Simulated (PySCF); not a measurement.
A structure optimised at PBE-D3(BJ)/def2-SVP, used in a PySCF frequency run:

```
Si
N 1 1.7397
H 2 1.0219 1 120.75
H 2 1.0220 3 111.39 1 149.65
H 1 1.5072 2 104.74 3 179.36
C 1 1.9087 5 111.96 2 135.55
C 6 1.3672 1 104.48 5 111.32
H 7 1.1070 6 123.43 1 -175.05
H 6 1.1080 7 122.96 8 2.31
Si 7 1.9021 8 131.05 6 179.35
H 10 1.5101 7 116.75 8 55.47
H 10 1.5105 11 106.97 7 128.02
```
Charge 0, spin multiplicity 1.

Question: Write its SMILES and formula.

Answer: N[Si@@H]1C=C[SiH2]1, C₂H₇NSi₂

Question: What are its rotational constants (standard atomic weights)?

Answer: 5.2046, 2.3830, 1.8449 GHz
